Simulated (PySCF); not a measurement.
ECD: `C#C[C@H]1C[C@@H]1[NH2+][GeH3]`, [C$_{5}$H$_{10}$GeN]+, charge +1

Cartesian coordinates in Å; atom numbers follow the order of the lines, from 1:
```xyz
17

C    -2.537    2.131   -0.013
C    -1.887    1.181    0.315
C    -1.108    0.044    0.703
C    -1.325   -1.290    0.029
C    -0.086   -0.505   -0.260
N     1.204   -0.952    0.289
Ge    2.456    0.600    0.623
H    -3.116    2.962   -0.289
H    -0.856    0.027    1.760
H    -1.248   -2.181    0.633
H    -2.073   -1.352   -0.746
H     0.019   -0.028   -1.227
H     1.628   -1.636   -0.347
H     1.026   -1.452    1.167
H     3.630   -0.095    1.232
H     2.641    1.119   -0.761
H     1.625    1.439    1.531
```

Total charge +1.

Theory: TDDFT CAM-B3LYP/def2-SVPD circular dichroism and optical rotation, one conformer, gas phase (PySCF). Geometry: GFN2-xTB.

The molecule is flexible and this is one conformer; a measurement averages over conformers. The calculation is non-relativistic, which matters for the atoms heavier than Zn.

Question: What are the CIP labels of the stereocentres?

Answer: C3 R, C5 S.

Question: Which excitations and rotatory strengths does the calculation give?

Answer: Rotatory strengths R in 10⁻⁴⁰ esu² cm², velocity form and length form (origin at the centre of mass); f in length form.
```tsv
state	E (eV)	λ (nm)	f	R (velocity)	R (length)	main
1	6.07	204	0.0009	-4.7	-4.4	HOMO→LUMO 0.85
2	6.40	194	0.002	-1.1	-1.1	HOMO−1→LUMO 0.18, HOMO→LUMO+2 0.13
3	6.48	191	0.008	0.0	+0.1	HOMO−1→LUMO 0.66
4	6.72	184	0.013	-2.0	-1.8	HOMO→LUMO+7 0.24, HOMO−1→LUMO 0.10
5	6.76	183	0.006	-2.4	-2.4	HOMO−1→LUMO+7 0.46
6	7.35	169	0.003	-0.3	-0.1	HOMO→LUMO+1 0.81
7	7.59	163	0.012	+11.0	+10.4	HOMO→LUMO+2 0.40, HOMO→LUMO+6 0.30
8	7.67	162	0.025	-6.5	-5.9	HOMO−1→LUMO+1 0.78
9	7.79	159	0.087	+75.9	+71.1	HOMO−1→LUMO+2 0.43, HOMO→LUMO+3 0.15
10	7.85	158	0.006	+29.4	+27.1	HOMO→LUMO+5 0.32, HOMO→LUMO+3 0.25
11	7.96	156	0.044	-33.1	-31.8	HOMO−2→LUMO 0.49, HOMO→LUMO+4 0.16
12	7.99	155	0.004	-27.9	-27.5	HOMO→LUMO+4 0.22, HOMO−2→LUMO 0.17
13	8.18	152	0.006	+11.6	+12.4	HOMO→LUMO+4 0.26, HOMO→LUMO+8 0.20
14	8.21	151	0.023	-51.2	-48.0	HOMO−1→LUMO+5 0.28, HOMO−1→LUMO+3 0.15
15	8.29	150	0.039	+8.9	+9.4	HOMO→LUMO+5 0.41, HOMO→LUMO+3 0.30
16	8.33	149	0.017	+36.8	+35.3	HOMO−1→LUMO+4 0.22, HOMO−5→LUMO 0.17
```

Among the states computed, the strongest CD band (largest |R|) is state 9. The largest dissymmetry factor in size, g = 4R/(D+G), with D and G the electric and magnetic dipole strengths, is -0.07 for state 12 (velocity form, f = 0.005), among bands with |R| over 0.5. The mirror image has the same energies and oscillator strengths and all R with the opposite sign.
